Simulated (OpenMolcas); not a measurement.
## 3d ions of charge +4 along the row

- Program: OpenMolcas
- Method: CASSCF
- Basis: ANO-RCC-VTZP
- Scalar Hamiltonian: DKH2, point nucleus
- Spin-orbit coupling: RASSI with atomic mean-field integrals over the reference wave functions, term energies averaged over their components

Active space: the 3d shell.

B and C come from two terms' centres of gravity (d2, d8: 3P = 15B, 1G = 12B + 2C; d3, d7: 4P = 15B, 2G = 4B + 3C; d4, d6: 3G = 9B + 4C, 3H = 4B + 4C; d5: 4D = 17B + 5C, 4G = 10B + 5C, above the ground term), where all their levels are at least 80 % pure. ζ = ±2S·A comes from the whole width of the ground multiplet by E(J) = (A/2) J(J+1), where its levels are at least 85 % pure. Energies in cm-1.

```tsv
Ion	Configuration	Lowest level	Weight (%)	B	B measured	C	C measured	ζ	ζ measured
Cr4+	3d2	3F2	100	1265	1013	4696	4600	329	326
Mn4+	3d3	4F 3/2	100	1330	1065	5010	4365	430	403
Fe4+	3d4	5D0	100	1425	982	5234	5137	562	513
Co4+	3d5	6S 5/2	100	1487		5527			
Ni4+	3d6	5D4	100	1594	1271	5662	5383	803	823
Cu4+	3d7	4F 9/2	100	1583	1302	5976	5496	978	1008
```

Measured columns use the levels in Sugar and Corliss, J. Phys. Chem. Ref. Data 6, 317 (1977) (Cr4+); Corliss and Sugar, J. Phys. Chem. Ref. Data 6, 1253 (1977) (Mn4+); Corliss and Sugar, J. Phys. Chem. Ref. Data 11, 135 (1982) (Fe4+); Corliss and Sugar, J. Phys. Chem. Ref. Data 10, 197 (1981) (Ni4+); Sugar and Musgrove, J. Phys. Chem. Ref. Data 19, 527 (1990) (Cu4+).

The computed B goes from 1265 (Cr4+) to 1583 cm-1 (Cu4+), a factor of 1.25, though not at every step. It departs from the measured column by +22 to +45 %. The Trees term is left out, which lowers the B read from the levels of every ion, most for d4 to d6. The pair of terms that fixes B changes along the row, so steps between ions also reflect that choice.

The computed ζ goes from 329 (Cr4+) to 978 cm-1 (Cu4+), a factor of 2.97, rising at every step. It departs from the measured column by -3 to +10 %.

Without dynamic correlation excited terms often stand tens of per cent too high (terms of higher spin than the ground term too low), and those without a measured partner can miss by more than the paired ones. Some levels mix across a computed gap that differs much from the measured one, so their mixing is not that of the real levels (holds for Mn4+; Co4+). Measured partners are found by configuration, term and J. A level has none where our copy of the source lacks it or the pairing is in doubt (some pairs that miss far off the trend of their configuration count as doubtful), and it then counts in no deviation. Only configurations of the active space appear.
